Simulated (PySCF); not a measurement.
C₂H₇NSi, SMILES C1NC[SiH2]1. Geometry optimised at PBE-D3(BJ)/def2-SVP.

These are PBE-D3(BJ)/def2-SVP (PySCF 2.14.0) values and carry that method's errors.

Harmonic wavenumbers (cm⁻¹): 173, 393, 522, 523, 611, 619, 745, 804, 816, 837, 919, 971, 1049, 1086, 1110, 1130, 1188, 1340, 1405, 1435, 2154, 2175, 2869, 2879, 3010, 3010, 3405. Rotational constants (GHz): 9.410, 6.289, 4.281; symmetry number 1.

**Question.** Work out the zero-point energy and the ideal-gas rigid-rotor harmonic-oscillator thermochemistry at 298.15 K and 1 atm.

**Answer.** ZPE = ½ Σ hcν = ½ × 37177 cm⁻¹ = 222.37 kJ/mol. H − E(el) = 238.04 kJ/mol. Entropy in J/(mol K): translation 162.28, rotation 103.15, vibration 28.78, total 294.22. G − E(el) = 150.31 kJ/mol. Cp = 87.45 J/(mol K).
